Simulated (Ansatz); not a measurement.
Consider the isomerisation: `C#[C][GeH2][OH]` → `[GeH3][C]1=CO1`.

Gas-phase electronic energies from Ansatz, PBE0-D4/def2-TZVP geometries. CCSD(T)/CBS adds triple-zeta CCSD(T) − MP2 to the extrapolated MP2 energy (def2 sets, frozen cores). For Ge outer-core shells are correlated without core-valence functions, which leaves a few kJ/mol of doubt a bond. Scalar relativity is left out up to krypton. Each species was taken in one conformer, which may not be the lowest.

```csv
species,CCSD(T)/def2-SVP energy (Eh)
`C#[C][GeH2][OH]`,-2228.57437
`[GeH3][C]1=CO1`,-2228.46785
```

Problem. Work out ΔE.

Solution. ΔE = (-2228.46785) − (-2228.57437) = 0.10652 Eh = +2.90 eV. CCSD(T)/CBS gives +3.06 eV.

Largest T1 diagnostic among the species: 0.019.

From r2SCAN to r2SCAN0 (25 % exact exchange), in def2-TZVPP and without D4, ΔE moves by +0.20 eV. Leaving LDA and LC-ωPBE aside and taking each functional with its dispersion term where it has one, the values, not all of them listed here, spread over 0.69 eV, from revPBE-D4 to BHLYP-D4. LDA lies −0.04 eV from PBE without D4.
